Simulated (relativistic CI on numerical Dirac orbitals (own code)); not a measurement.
Ligand-field terms of d8

Computed with a parametric ligand-field model of a d^n configuration (Racah B and C, spin-orbit zeta, crystal field), exact diagonalisation.

Field parameters in Wybourne normalisation: Oh B⁴₀ = 21Dq, B⁴₄ = √(5/14) B⁴₀. The field is a parameter set, without covalency.

(1) Ground term and bands for B = 600, C = 2810, ζ = 0 cm⁻¹, Oh, 10Dq = 9000 cm⁻¹?

(2) Ground term and bands for B = 600, C = 2810, ζ = 0 cm⁻¹, Oh, 10Dq = 18600 cm⁻¹?

(3) Ground term and bands for B = 600, C = 2810, ζ = 0 cm⁻¹, Oh, 10Dq = 15000 cm⁻¹?

(4) Ground term and bands for B = 600, C = 2810, ζ = 0 cm⁻¹, Oh, 10Dq = 7800 cm⁻¹?

(5) Ground term and bands for B = 600, C = 2810, ζ = 0 cm⁻¹, Oh, 10Dq = 12600 cm⁻¹?

Answers

(1) Ground term 3A2 with 2.00 electrons in the two orbitals of the cubic e set. Spin-allowed: 3T2 9000 cm⁻¹ (1111 nm), 3T1 13975 cm⁻¹ (716 nm), 3T1 22025 cm⁻¹ (454 nm). Lowest spin-forbidden: 1E 10191 cm⁻¹ (981 nm), 1A1 17094 cm⁻¹ (585 nm), 1T2 18989 cm⁻¹ (527 nm). With an A2 ground term the first spin-allowed band lies at |10Dq| itself.

(2) Ground term 3A2 with 2.00 electrons in the two orbitals of the cubic e set. Spin-allowed: 3T2 18600 cm⁻¹ (538 nm), 3T1 24882 cm⁻¹ (402 nm), 3T1 39918 cm⁻¹ (251 nm). Lowest spin-forbidden: 1E 10306 cm⁻¹ (970 nm), 1A1 18619 cm⁻¹ (537 nm), 1T2 28798 cm⁻¹ (347 nm). With an A2 ground term the first spin-allowed band lies at |10Dq| itself.

(3) Ground term 3A2 with 2.00 electrons in the two orbitals of the cubic e set. Spin-allowed: 3T2 15000 cm⁻¹ (667 nm), 3T1 21000 cm⁻¹ (476 nm), 3T1 33000 cm⁻¹ (303 nm). Lowest spin-forbidden: 1E 10279 cm⁻¹ (973 nm), 1A1 18207 cm⁻¹ (549 nm), 1T2 25148 cm⁻¹ (398 nm). With an A2 ground term the first spin-allowed band lies at |10Dq| itself.

(4) Ground term 3A2 with 2.00 electrons in the two orbitals of the cubic e set. Spin-allowed: 3T2 7800 cm⁻¹ (1282 nm), 3T1 12405 cm⁻¹ (806 nm), 3T1 19995 cm⁻¹ (500 nm). Lowest spin-forbidden: 1E 10158 cm⁻¹ (984 nm), 1A1 16766 cm⁻¹ (596 nm), 1T2 17734 cm⁻¹ (564 nm). With an A2 ground term the first spin-allowed band lies at |10Dq| itself.

(5) Ground term 3A2 with 2.00 electrons in the two orbitals of the cubic e set. Spin-allowed: 3T2 12600 cm⁻¹ (794 nm), 3T1 18309 cm⁻¹ (546 nm), 3T1 28491 cm⁻¹ (351 nm). Lowest spin-forbidden: 1E 10254 cm⁻¹ (975 nm), 1A1 17844 cm⁻¹ (560 nm), 1T2 22700 cm⁻¹ (441 nm). With an A2 ground term the first spin-allowed band lies at |10Dq| itself.
